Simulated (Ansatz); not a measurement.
Consider the substitution at a C–Mg bond: `C[CH](C)[Mg][Cl]` + `OBS` → `CC(C)OBS` + `[MgH][Cl]`.

Gas-phase electronic energies from Ansatz, PBE0-D4/def2-TZVP geometries. CCSD(T)/CBS adds triple-zeta CCSD(T) − MP2 to the extrapolated MP2 energy (def2 sets, frozen cores). Functionals use def2-TZVPP. B3LYP here is the variant with VWN-RPA as its local correlation; programs differ in this. For Mg outer-core shells are correlated without core-valence functions, which leaves a few kJ/mol of doubt a bond. Each species was taken in one conformer, which may not be the lowest.

`C[CH](C)[Mg][Cl]`:

Cartesian coordinates in Å:
```
C -0.340 1.204 -0.667
C 0.149 0.181 0.356
C -0.930 -0.865 0.630
Mg 1.994 -0.676 -0.171
Cl 3.919 -1.574 -0.727
H 0.372 2.019 -0.825
H -0.532 0.749 -1.645
H -1.288 1.664 -0.349
H 0.341 0.716 1.296
H -0.649 -1.565 1.423
H -1.162 -1.460 -0.260
H -1.874 -0.392 0.940
```

`OBS`:

```xyz
6

O    -0.232    1.325    0.650
B    -0.207    0.010    0.342
S     0.627   -0.596   -1.149
H     0.220    1.901    0.027
H    -0.754   -0.749    1.082
H     0.346   -1.891   -0.952
```

`CC(C)OBS`:

Cartesian coordinates in Å:
```
C 1.256 0.156 -1.178
C 0.061 0.468 -0.305
C -1.225 0.587 -1.092
O -0.092 -0.590 0.645
B 0.030 -0.380 1.966
S -0.163 -1.733 3.142
H 1.403 0.945 -1.919
H 2.164 0.074 -0.577
H 1.104 -0.789 -1.703
H 0.242 1.400 0.245
H -1.148 1.389 -1.829
H -1.435 -0.347 -1.617
H -2.065 0.807 -0.430
H 0.270 0.704 2.420
H -0.402 -2.692 2.231
```

`[MgH][Cl]`:

Z-matrix (Å, degrees):
```
Mg
Cl 1 2.187
H 1 1.686 2 179.9
```

Q: Is it downhill or uphill in electronic energy at CCSD(T)/CBS, and by how much? (Estimate.)

A: The calculation gave: Uphill: ΔE = +20.5 kJ/mol.

Q: What do these levels give: B3LYP-D4, B2PLYP, B3LYP, HF/def2-TZVPP, MP2/def2-TZVPP, CCSD/def2-TZVPP? (Estimate.)

A: Ansatz gave: B3LYP-D4 9.8, B2PLYP 16.0, B3LYP 15.0, HF/def2-TZVPP -6.0, MP2/def2-TZVPP 23.2, CCSD/def2-TZVPP 13.0 kJ/mol.

Largest T1 diagnostic among the species: 0.013.

In def2-TZVPP, CCSD(T) changes the Hartree–Fock value by +20.6 kJ/mol (the triples alone add +1.6 kJ/mol) and MP2 by +29.3 kJ/mol. The D4 term adds −5.2 kJ/mol with B3LYP and −3.2 kJ/mol with PBE0; it sums over pairs of atoms, weighted by their polarisabilities, and B3LYP, whose exchange is more repulsive, gets the larger term.
